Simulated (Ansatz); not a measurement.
C2H9AlSi, SMILES `C[SiH](C)[AlH2]`. The species carries charge 0 and has multiplicity 1.

```xyz
13

C     1.571   -0.409    0.795
Si   -0.239   -0.059    0.405
C    -0.454    1.747   -0.088
Al   -1.182   -1.621   -1.249
H     1.711   -1.441    1.124
H     2.200   -0.251   -0.085
H     1.930    0.252    1.588
H    -1.021   -0.276    1.668
H    -0.096    2.409    0.705
H     0.108    1.976   -0.997
H    -1.504    1.982   -0.277
H    -2.405   -1.204   -2.182
H    -0.617   -3.103   -1.408
```

(1) List the harmonic frequencies (cm⁻¹, unscaled) at PBE0-D4/def2-TZVP in Ansatz. (Best estimate.)

(2) Is this a minimum?

(3) Give the ideal-gas thermochemistry at 298.15 K and 1 bar (rigid rotor, harmonic oscillator; point group Cs, symmetry number 1).

## Answers

(1) The calculation gave: 57, 115, 143, 161, 173, 199, 366, 412, 518, 608, 648, 666, 707, 755, 774, 861, 888, 892, 1269, 1276, 1445, 1449, 1455, 1458, 1889, 1896, 2141, 3046, 3047, 3127, 3127, 3135, 3136.

(2) Yes, all 33 modes are real.

(3) Zero-point energy 250.3 kJ/mol; H(298) − E = 275.3 kJ/mol; entropy 372.6 J/(mol·K), of which translation 164.7, rotation 112.7, vibration 95.2; G(298) − E = 164.2 kJ/mol. Modes under 100 cm⁻¹ are hindered rotations or soft bends, so the harmonic entropy is rough.
